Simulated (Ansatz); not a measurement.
Mulliken charges of C3H2F4, SMILES `F[C@@H]1[C@H](F)C1(F)F` from r2SCAN/def2-TZVPP in Ansatz (PBE0-D4/def2-TZVP geometry).

```csv
atom,x (Å),y (Å),z (Å),charge (e)
F1,0.743,-1.659,-0.628,-0.194
C2,-0.197,-0.853,-0.106,0.114
C3,0.264,0.290,0.800,0.115
F4,1.582,0.424,1.024,-0.194
C5,-0.239,0.560,-0.577,0.386
F6,-1.424,1.162,-0.733,-0.186
F7,0.628,0.944,-1.505,-0.168
H8,-1.125,-1.358,0.143,0.063
H9,-0.359,0.548,1.651,0.063
```

Task: By hand: the dipole of these point charges (1 e Å = 4.8032 D).

Result: Σ q r = (-0.470, -0.034, 0.283) e Å, of length 0.550 e Å = 2.64 D.

Task: How does the dipole of the full density compare? (Best estimate.)

Result: Computed: (-0.384, -0.098, 0.319) e Å, 2.44 D; the point charges give 1.08 times that, at 11° from its direction.

Point charges leave out the atoms' own dipoles, such as those of lone pairs, and Mulliken's split depends on the basis, so the close match here is no proof of good charges.
